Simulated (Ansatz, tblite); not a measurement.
Cost and result up the ladder for C₉H₁₅NO (relaxed from a model of N-butylpyridinium hydroxide, whose bonding it doesn't keep) (26 atoms). The state is a singlet with charge 0. Geometry: PBE-D4/def2-SVP.

Cartesian coordinates in Å:
```
C -3.860 0.193 1.128
C -2.881 -0.378 0.101
C -1.417 -0.053 0.410
C -0.444 -0.639 -0.619
N 0.950 -0.303 -0.353
C 1.445 0.952 -0.920
C 2.709 1.377 -0.235
C 3.510 0.470 0.401
C 3.077 -0.887 0.604
C 1.791 -1.206 0.242
H -3.655 -0.203 2.144
H -4.910 -0.057 0.877
H -3.784 1.299 1.185
H -3.006 -1.483 0.040
H -3.134 0.005 -0.913
H -1.145 -0.435 1.419
H -1.282 1.051 0.456
H -0.542 -1.745 -0.641
H -0.696 -0.286 -1.642
H 0.641 1.713 -0.817
H 3.009 2.428 -0.358
H 4.485 0.790 0.803
H 3.720 -1.636 1.082
H 1.356 -2.202 0.429
O 1.611 0.855 -2.344
H 2.455 0.379 -2.478
```

Ansatz on 4 threads of Arm Neoverse V1 on a shared host; xTB runs through tblite on one thread. Times are rough, summed over both states, and most runs start from the orbitals of an earlier one. PBE0-D4/def2-TZVP serves as the yardstick here, not as an exact answer. The other state is a doublet.

The xTB rows come from tblite.

Raw xTB energies of ions are shifted by several eV.

| level | functions | vertical IE (eV) | difference from PBE0-D4/def2-TZVP (eV) |
| --- | --- | --- | --- |
| GFN1-xTB | 74 | 13.01 | 5.85 |
| revPBE-D4/def2-TZVP | 431 | 7.14 | -0.02 |
| GFN2-xTB | 59 | 12.14 | 4.98 |
| PBE0-D4/def2-TZVP | 431 | 7.16 | 0.00 |
| PBE-D4/def2-TZVP (with forces) | 431 | 7.12 | -0.04 |

(1) Estimate how long each takes.

Answers

(1) GFN2-xTB 0.029 s; GFN1-xTB 0.036 s; revPBE-D4/def2-TZVP 28 s; PBE-D4/def2-TZVP (with forces) 29 s; PBE0-D4/def2-TZVP 78 s. On shared hardware such times vary by a factor of up to 3.
